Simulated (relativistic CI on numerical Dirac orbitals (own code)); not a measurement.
**A ladder of approximations for the levels of Mo III**

Calculated with a relativistic CI code on KLI orbitals (one set per configuration, finite nucleus), adding one ingredient at a time: step 1, Dirac-Coulomb, each configuration alone; step 2, with Breit and QED terms; step 3, with configuration mixing; step 4, with scaled Slater integrals (0.85); step 5, with a P86 correlation estimate; step 6, tied to the ionisation limit. P86 is a density functional for the correlation energy, evaluated here for each configuration and added to its levels. Step 6 is semi-empirical: configurations made of the next ion and one excited electron move by 2070 cm⁻¹, so that their limit matches the tabulated ionisation energy, and those with a non-penetrating f or g electron also take the P86 value of the least penetrating other one.

CI space (outside the closed core [Ar] 3d10 4s2): 4p⁶4d⁴, 4p⁶4d³5s, 4p⁶4d³5p, 4p⁶4d³4f, 4p⁶4d²5s5p, 4p⁶4d³5d, 4p⁶4d³6s, 4p⁶4d³6p, 4p⁶4d³6d, 4p⁶4d³5f, 4p⁶4d³6f, 4p⁵4d⁵, 4p⁶4d²5s², 4p⁶4d5s²5p, 4p⁶4d4f5s², 4p⁶4d5s²5d, 4p⁶4d5s²6s, 4p⁶4d5s²6p, 4p⁶4d²4f², 4p⁶4d4f²5s, 4p⁶4d4f²5p, 4p⁶4d4f³, 4p⁶4d4f²5d, 4p⁶4d4f²6s, 4p⁶4d4f²6p.

Computed minus measured energy above the ground level, in cm⁻¹, for 19 of the 57 excited levels that pair in every step (one J of a term; a digit in brackets numbers repeated terms):

```csv
Configuration,Term,J,Measured,Step 1,Step 2,Step 3,Step 4,Step 5,Step 6
4p⁶4d⁴,5D,1,242,-30,-43,-42,-36,-36,-36
4p⁶4d⁴,3P(2),0,11149,4750,4792,2861,894,1006,1058
4p⁶4d⁴,3H,4,12680,2767,2738,2757,523,528,532
4p⁶4d⁴,3F(2),2,13929,4081,4037,2942,688,764,797
4p⁶4d⁴,3G,3,15871,3890,3815,3370,761,797,814
4p⁶4d⁴,3D,3,19488,5551,5493,4892,1510,1553,1575
4p⁶4d⁴,1I,6,20290,3444,3347,3698,345,333,329
4p⁶4d⁴,1G(2),4,20612,4757,4652,4476,1086,1101,1106
4p⁶4d³5s,5F,1,32419,-1051,-802,-407,-791,2749,4813
4p⁶4d³5s,5P,1,42405,1540,1747,1945,-140,3400,5462
4p⁶4d³5s,3G,3,46300,2011,2191,2918,96,3606,5654
4p⁶4d³5s,3P,2,49089,3153,3359,3893,369,3940,5928
4p⁶4d³5s,3H,4,49542,2562,2750,3391,-1,3503,5549
4p⁶4d³5s,3D,3,51426,3290,3433,4135,511,4015,6058
4p⁶4d³5s,1G,4,52698,3209,3337,5650,1092,4369,6305
4p⁶4d³5s,1H,5,54853,4619,4765,4932,641,4188,6252
4p⁶4d³5p,5G°,2,73853,-3384,-3195,-2990,-3243,1369,3430
4p⁶4d³5p,5D°,0,78568,-2686,-2525,-2734,-3464,1160,3213
4p⁶4d³5p,5F°,4,79497,-2761,-2681,-2718,-3458,1161,3215
```

Mean absolute errors in cm⁻¹, over all paired levels and for the configurations:

```tsv
Configuration, levels	Step 1	Step 2	Step 3	Step 4	Step 5	Step 6
all, 57	3108	3125	3170	1078	2248	3505
4p⁶4d⁴, 22	3597	3554	2907	710	753	774
4p⁶4d³5s, 27	2684	2785	3441	680	3783	5810
4p⁶4d³5p, 8	3197	3090	2975	3434	1180	3239
```

Measured levels: Sugar and Musgrove, J. Phys. Chem. Ref. Data 17, 155 (1988).

Q: What does each ingredient do to the ground and the excited configurations, and where is the model closest to experiment?

A: Terms of the ground configuration are off by 3597 at first, 2907 with mixing and 710 after scaling, which stands in for the correlation that narrows term splittings. The Breit and QED terms change the top of the ground term (measured 1872) from 1802 to 1704. Mixing lowers the ground level by 657; relative to it the configurations that move most are 4p⁶4d³5s by +801, 4p⁶4d³5p by +115. The P86 estimate moves 4p⁶4d³5p by +4614, 4p⁶4d³5s by +3484, and takes the mean absolute error of the excited configurations from 1310 to 3188; it overshoots. Step 6 takes that error from 3188 to 5223; it grows for 4p⁶4d³5s, 4p⁶4d³5p. The shift fits the limit, so it does little for low levels whose errors differ from those near the limit. The mean absolute error is lowest at step 4 (1078 cm⁻¹), and the largest single drop is from step 3 to 4 (3170 to 1078).
